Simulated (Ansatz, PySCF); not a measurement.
Gas-phase reaction in SMILES: C=CC[SiH3] [prop-2-enylsilane] + 4 [H][H] (H2) -> 3 C (CH4) + [SiH4] (SiH4)
Structures are relaxed separately at B3LYP-D3(BJ)/def2-TZVP in Ansatz (a first-principles code), one conformer each, not searched for the lowest.
Geometry of the first species:
```
C
H 1 1.0931
H 1 1.0945 2 107.33
C 1 1.4949 2 110.89 3 -121.08
C 4 1.3283 1 125.48 2 -15.51
H 5 1.0820 4 121.50 1 -178.08
H 5 1.0843 6 116.91 4 179.94
H 4 1.0870 5 118.74 6 -0.32
Si 1 1.8918 2 108.30 3 116.01
H 9 1.4812 1 109.91 2 57.64
H 9 1.4830 10 108.83 1 -120.46
H 9 1.4840 10 109.10 11 -118.46
```

Wanted: energy of full hydrogenation (enthalpy at 298 K, with B3LYP-D3(BJ) rigid-rotor harmonic-oscillator terms from PySCF), in kJ/mol. Cores are frozen in the correlated levels unless marked. No spin-orbit coupling. Non-relativistic. CBS(X,Y): correlation extrapolated as X^-3; Hartree-Fock from the larger set.

```json
[
 {"level": "BLYP-D4/def2-TZVPD", "program": "Ansatz + dftd4", "energy of full hydrogenation (kJ/mol)": "-234.7"},
 {"level": "PBE0-D3(BJ)/def2-TZVP", "program": "Ansatz + dftd3", "energy of full hydrogenation (kJ/mol)": "-274.7"},
 {"level": "HSE06-D3(BJ)/def2-TZVPD", "program": "Ansatz + dftd3", "energy of full hydrogenation (kJ/mol)": "-275.0"},
 {"level": "SCS-MP2/6-31G*", "program": "Ansatz", "energy of full hydrogenation (kJ/mol)": "-255.4"}
]
```

### Question
Predict the CCSD(T)/CBS(cc-pV(T+d)Z,cc-pV(Q+d)Z) result (Ansatz).

### Answer
-259.7 kJ/mol, so SCS-MP2/6-31G* differs from it by 4.3 kJ/mol.
